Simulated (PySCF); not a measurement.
## Assignment exercise: C$_{6}$H$_{7}$B

Atom-mapped SMILES (the numbers label the heavy atoms): `[BH:1]1[CH:2]=[CH:3][CH:4]=[CH:5][CH:6]=[CH:7]1` (H(Xn): hydrogen on atom n).

PySCF 2.14 calculation with PBE0-D3(BJ)/def2-SVP structure, couplings computed with B3LYP/pcJ-1 (spin–dipole term only in couplings to heteroatoms) and GIAO KT2/pcSseg-2 shieldings; averaged over atoms made equivalent by symmetry, fast rotation or ring inversion, a single conformation, non-relativistic Hamiltonian, no solvent.

Scale: 13C (182.28 ppm), 1H (31.18 ppm) vs TMS (reference shieldings calculated alike).

(1) Assign these signals to the numbered atoms. 13C{1H} NMR (computed): δ 156.9, 146.9, 136.4.

(2) Assign these signals to the numbered atoms. 1H NMR (300 MHz, computed): δ 8.35 (dd, J = 14.2, 7.0 Hz, 2H), 8.06 (ddd, J = 14.2, 9.7, 1.1 Hz, 2H), 7.44 (m, 2H), 6.18 (br, 1H).

Results:

(1) 
| δ (ppm) | atoms | environment | reason |
| --- | --- | --- | --- |
| 156.9 | C2/C7 | alkene CH | an sp2 carbon of a C=C bond |
| 146.9 | C3/C6 | alkene CH | – |
| 136.4 | C4/C5 | alkene CH | – |

(2) 
| δ (ppm) | atoms | environment | reason |
| --- | --- | --- | --- |
| 8.35 | H(C2)/H(C7) | hydrogen on an alkene CH | – |
| 8.06 | H(C3)/H(C6) | hydrogen on an alkene CH | – |
| 7.44 | H(C4)/H(C5) | hydrogen on an alkene CH | a vinylic proton, deshielded by the sp2 carbon and the C=C anisotropy |
| 6.18 | H(B1) | hydrogen on a boron bonded to 2 C, in a 7-membered ring | – |

Hydrogens on boron are broadened and split by 11B (spin 3/2, 80 %) and 10B (spin 3). A carbon bonded to boron is broadened by the quadrupolar boron nucleus and is often missing from a measured spectrum. Splittings below 1 Hz are ignored in the labels, and close J values are merged. Couplings among chemically equivalent protons are left out too, so labels in AA′BB′ or AA′XX′ sets are apparent multiplicities. Unscaled 3J(H,H) at this level run about 10 % above measured values. Shifts are as computed. Against solution values, carbons near 30 ppm lie about +3 ppm off and those near 130 ppm about -1 ppm. Of 1211 compounds with measured shifts, 218 miss one by over three times the rms of a fit or turn the order of signals round; such compounds aren't used in these exercises.
